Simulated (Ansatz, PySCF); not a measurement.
Pair of molecules: HCl (SMILES Cl) (first 2 atoms) with CHN (SMILES C#N); geometry from B3LYP-D3(BJ)/def2-TZVP, rigid monomers moved along the line of their centres of mass till H2···N4 is 3.66 Å.
(charge 0, multiplicity 1):
```xyz
5

Cl    -0.341    -1.533    -0.631
H     -0.272    -0.802     0.435
C     -0.016     1.915     4.390
N     -0.076     1.266     3.450
H      0.040     2.520     5.268
```

Interaction energies are E(AB) − E(A) − E(B) at the monomers' geometry in the complex; basis-set methods are counterpoise corrected. Rows marked so take none.

Correlated levels freeze the cores. Rows in 6-311+G**, 6-31G* carry no dispersion term and start afresh at each structure (6-31G* with six Cartesian d functions). MP2/6-31G* freezes PySCF's default core.

Run with Ansatz (Gaussian orbitals); PySCF for 6-311+G** rows, 6-31G* rows, the dispersion terms. 

```json
[
 {"level": "PBE-D4/def2-TZVPPD", "interaction energy (kcal/mol)": "-1.43"},
 {"level": "BP86/6-31G* (no counterpoise)", "interaction energy (kcal/mol)": "-1.35"},
 {"level": "B3LYP/6-311+G** (no counterpoise)", "interaction energy (kcal/mol)": "-1.46"},
 {"level": "B3LYP-D3(BJ)/def2-TZVPPD", "interaction energy (kcal/mol)": "-1.36"},
 {"level": "PBE0/def2-TZVPPD", "interaction energy (kcal/mol)": "-1.33"},
 {"level": "wB97M-V/def2-TZVPPD", "interaction energy (kcal/mol)": "-1.38"},
 {"level": "MP2/6-31G*", "interaction energy (kcal/mol)": "___"},
 {"level": "MP2/aug-cc-pV(T+d)Z", "interaction energy (kcal/mol)": "-1.47"},
 {"level": "SCS-MP2/aug-cc-pV(T+d)Z", "interaction energy (kcal/mol)": "-1.41"}
]
```

**Question.** Complete the blanks.

**Answer.** 
- MP2/6-31G*, interaction energy (kcal/mol): -1.55

Ansatz is an electronic-structure program.
